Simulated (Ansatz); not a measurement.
`O=[C](O)[GaH2]` + `[OH][AlH2]` → `[AlH2][O][GaH2]` + `O=CO` at 298.15 K and 1 bar (ligand exchange at a Ga–C bond).

Isolated molecules relaxed with PBE0-D4/def2-TZVP in Ansatz; ΔE leaves out vibrations. CCSD(T)/CBS is the MP2 limit (def2-TZVPP, def2-QZVPP) plus CCSD(T) − MP2 in def2-TZVPP, frozen cores. This one scheme is used for every species. For Ga outer-core shells are correlated without core-valence functions, which leaves a few kJ/mol of doubt a bond. Scalar relativity is left out up to krypton. Each species was taken in one conformer, which may not be the lowest.

```tsv
species	CCSD(T)/CBS energy (Eh)	H − E (kJ/mol)	S (J/(mol·K))
`O=[C](O)[GaH2]`	-2114.12453	113.8	321.2
`[OH][AlH2]`	-319.03157	82.3	252.8
`[AlH2][O][GaH2]`	-2243.58748	99.5	328.0
`O=CO`	-189.60296	100.2	248.1
```

H − E and S are ideal-gas, rigid-rotor, harmonic terms from PBE0-D4/def2-TZVP, for one conformer and one mirror image of each species. 1 Eh = 2625.50 kJ/mol, R = 8.31446 J/(mol·K).

Question: By hand: ΔE, ΔH, ΔS and ΔG.

Answer: ΔE = (-2243.58748) + (-189.60296) − (-2114.12453) − (-319.03157) = -0.03434 Eh = -90.2 kJ/mol. Δ(H − E) = 99.5 + 100.2 − 113.8 − 82.3 = 3.6, so ΔH = -86.6 kJ/mol. ΔS = 328.0 + 248.1 − 321.2 − 252.8 = 2.1 J/(mol·K). ΔG = -86.6 − 298.15 × (2.1)/1000 = -87.2 kJ/mol.

Question: By hand: the equilibrium constant, and the temperature at which ΔG would vanish if ΔH and ΔS stayed fixed.

Answer: log₁₀ K = −ΔG/(RT ln 10) = 15.3. ΔH and −TΔS have one sign here, so there is no such temperature.

The number of gas molecules stays the same, so ΔS is small and ΔH decides. A doubt of 5 kJ/mol in ΔE shifts log₁₀ K by 0.9 here. Other conformers and mirror images would add mixing entropy, several J/(mol·K) or more a flexible species. These are equilibria of isolated gas molecules and say nothing of rates. Largest T1 diagnostic: 0.017 (customary marks: 0.02 for closed shells, 0.045 for open ones).

ΔS is within the doubt of such terms, so its sign, and with it that verdict, could turn.
